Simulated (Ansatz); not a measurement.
`C[CH]1N=[CH][Zn]1`, one more setting.

```yaml
crystal:
  periodic: [false, false, false]
  atoms:
    - {symbol: C, position_ang: [-1.215995, -0.782534, 0.014905]}
    - {symbol: C, position_ang: [-0.152598, 0.182036, 0.506678]}
    - {symbol: N, position_ang: [1.108849, -0.090270, 0.091454]}
    - {symbol: C, position_ang: [1.948087, 0.694317, -0.544574]}
    - {symbol: Zn, position_ang: [0.291872, 2.083500, -0.480011]}
    - {symbol: H, position_ang: [-2.189178, -0.391434, 0.251616]}
    - {symbol: H, position_ang: [-1.158864, -0.836909, -1.119018]}
    - {symbol: H, position_ang: [-1.135276, -1.762462, 0.387098]}
    - {symbol: H, position_ang: [-0.210059, 0.310902, 1.616355]}
    - {symbol: H, position_ang: [2.847536, 0.410903, -0.791233]}
basis:
  gaussian: {orbitals: "6-31G*", point_charges: [{charge: -1.00, position_ang: [6.227, -0.241, -0.112]}]}
hamiltonian: {xc: {name: LC-wPBE}}
accuracy: high
output: {forces: true}
```

```sh
$ ansatz run in.yaml --threads 4 --pin off --events-out ev --progress --plain --max-ram 10444MiB
```

It prints (some lines left out):

```
Functional definition: LC-wPBE
2384 factors; integrals over basis functions are off by at most 4.3e-9 eV
584 factors; integrals over basis functions are off by at most 3.6e-9 eV
mean field evaluation 1: about -53076.3782 eV, gradient 4.2e1 eV
mean field evaluation 2: about -53074.0662 eV, gradient 5.6e1 eV
mean field evaluation 4: about -53080.3089 eV, gradient 2.7e0 eV
mean field evaluation 8: about -53080.3343 eV, gradient 3.7e-1 eV
mean field evaluation 16: about -53080.3353 eV, gradient 8.1e-4 eV
mean field -53080.33532883 eV, -1950.6663441911 hartree, gradient 6.0e-8 eV, S^2 0.000000; 0 other end points of the search recorded, 0 dependent functions left out
reference -53080.33532883 eV, -1950.6663441911 hartree; 30, 30 occupied and 76, 76 virtual orbitals, 2384 factors
Total energy: -53080.33532883 eV, -1950.6663441911 hartree
Atom 0 at    -1.215995    -0.782534     0.014905 Å, force     0.387864     1.784986    -2.460811 eV/Å
Atom 1 at    -0.152598     0.182036     0.506678 Å, force    -1.290139     0.624304     1.056215 eV/Å
Atom 2 at     1.108849    -0.090270     0.091454 Å, force     3.984794     2.060619    -2.276127 eV/Å
Atom 3 at     1.948087     0.694317    -0.544574 Å, force    -8.851695     0.085467     3.126606 eV/Å
Atom 4 at     0.291872     2.083500    -0.480011 Å, force     0.658341    -1.448878     0.379927 eV/Å
Atom 5 at    -2.189178    -0.391434     0.251616 Å, force    -0.611115     0.179060     0.213299 eV/Å
Atom 6 at    -1.158864    -0.836909    -1.119018 Å, force    -0.099848    -0.068248     1.263479 eV/Å
Atom 7 at    -1.135276    -1.762462     0.387098 Å, force     0.335995    -1.493750     0.746128 eV/Å
Atom 8 at    -0.210059     0.310902     1.616355 Å, force     0.137793    -0.006314    -0.805843 eV/Å
Atom 9 at     2.847536     0.410903    -0.791233 Å, force     5.454157    -1.750031    -1.203528 eV/Å
Dipole moment:     0.266208    -0.005897    -0.047613 e Å
```

It took 6.5 s on 4 threads of an Arm Neoverse V1 on a shared host, with 0.4 GiB of host memory at the peak.
